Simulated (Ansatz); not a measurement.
Reactions of C2H8S2Si (`[SiH3]CSCS`).

Isolated molecules relaxed with PBE0-D4/def2-TZVP in Ansatz; ΔE leaves out vibrations. CCSD(T)/CBS adds triple-zeta CCSD(T) − MP2 to the extrapolated MP2 energy (def2 sets, frozen cores). This one scheme is used for every species. Elements past krypton have def2 core potentials. For Te outer-core shells are correlated without core-valence functions, which leaves a few kJ/mol of doubt a bond. Each species was taken in one conformer, which may not be the lowest.

```tsv
reaction	HF/CBS(def2) (kJ/mol)
`[SiH3]CSCS` + `BS` → `BSCS` + `[SiH3]CS`	0
`[SiH3]CSCS` + `O[Si]S` → `[SiH3]O[Si]S` + `CSCS`	-140
`[SiH3]CSCS` + H₂Te → `SC[TeH]` + `[SiH3]CS`	-8
`[SiH3]CSCS` + `[CH3][AlH][OH]` → `[CH3][Al]([OH])[SiH3]` + `CSCS`	-17
`[SiH3]CSCS` + `C=C[SiH](C)O` → `C=C[SiH](C)O[SiH3]` + `CSCS`	-147
`[SiH3]CSCS` + `N[SiH2]S` → `[SiH3]N[SiH2]S` + `CSCS`	-83
`[SiH3]CSCS` + `C=NCO` → `C=NCO[SiH3]` + `CSCS`	-122
`[SiH3]CSCS` + `CBNC` → `CNB(C)[SiH3]` + `CSCS`	16
```

(1) Give the CCSD(T)/CBS values in the same order. (Estimate.)

Largest T1 diagnostic: 0.015, for `O[Si]S`.

## Answers

(1) The calculation gave: 1, -113, -10, -20, -121, -71, -102, 7 kJ/mol.
